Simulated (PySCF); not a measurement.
# One molecule, several mistakes: B2GeH7Si cation

These are calculations, not measurements. They come from PySCF 2.14.0, an open-source quantum chemistry program, on an isolated molecule that a program drew, which may never have been made. The molecule is B2GeH7Si cation (charge +1, singlet), drawn as the SMILES string `B[B+][GeH2][SiH3]`.

Each row is a Hartree-Fock (HF) and frozen-core CCSD(T) single point in the cc-pV(D+d)Z basis, meant for a local HF minimum. Run 1 is clean. Each other run has one planted mistake out of seven kinds, and not every kind appears here: one electron removed, one electron added, multiplicity raised by two, geometry at a saddle point, minimal basis STO-3G, one bond length entered in bohr, all coordinates scaled. The reference is restricted for singlets and unrestricted otherwise, and also for a bond in bohr. Adding or removing an electron swaps singlet and doublet. Electrons count all cores. HOMO and LUMO are orbital energies over both spins, the gradient is its largest component, and the lowest frequency (negative if imaginary) is given only where the gradient is small. Bond lengths are over the 10 bonds as drawn. T1 is the CCSD diagnostic: over 0.02 (restricted) or 0.045 (unrestricted) a single reference is doubtful. Germanium has the cc-pVDZ-PP basis, with a core potential (ECP10MDF) in place of its 10 inner electrons, and its 3s, 3p and 3d shells are frozen in CCSD(T).

Geometry of the clean run:
```xyz
11
B2GeH7Si cation, angstrom
B    -3.0072   -0.2388    2.6601
B    -2.3819   -0.0082    1.0627
Ge   -1.6258    0.2699   -0.8813
Si    0.3219    1.7334   -0.8273
H    -3.8566    0.5003    3.0474
H    -2.5672   -1.1285    3.3176
H    -2.8607    0.8278   -1.5856
H    -1.3618   -1.1780   -1.2893
H     0.7436    1.8536   -2.2312
H    -0.1269    3.0121   -0.2505
H     1.3262    1.0682    0.0200
```

| run | electrons | basis functions | <S^2> | HOMO (eV) | LUMO (eV) | gradient (hartree/bohr) | lowest frequency (cm^-1) | mean bond (Å) | longest bond (Å) | T1 | HF (hartree) | CCSD(T) (hartree) | mistake |
|---|---|---|---|---|---|---|---|---|---|---|---|---|---|
| 1 | 62 | 109 | 0.000 | -15.31 | -5.78 | 3.3e-05 | 42 | 1.6124 | 2.437 | 0.0195 | -635.40909 | -635.81785 | no fault |
| 2 | 62 | 109 | 2.027 | -14.33 | -7.76 | 4.7e-02 | - | 1.6124 | 2.437 | 0.0290 | -635.32827 | -635.73737 | multiplicity raised by two |
| 3 | 61 | 109 | 0.768 | -21.89 | -13.17 | 7.3e-02 | - | 1.6124 | 2.437 | 0.0188 | -634.88718 | -635.27060 | one electron removed |
| 4 | 62 | 109 | 0.000 | -15.48 | -5.87 | 1.3e-02 | - | 1.5769 | 2.383 | 0.0197 | -635.40481 | -635.81248 | ? |

**Which mistake was planted in run 4, and what did it cost?**

The mean and the longest bond both change by the same factor, 0.978, and the gradient is no longer small. So the mistake is: all coordinates scaled. Subtracting run 1 and multiplying by 627.51 kcal/mol a hartree, the energy moved by 2.7 kcal/mol in HF and 3.4 kcal/mol in CCSD(T).

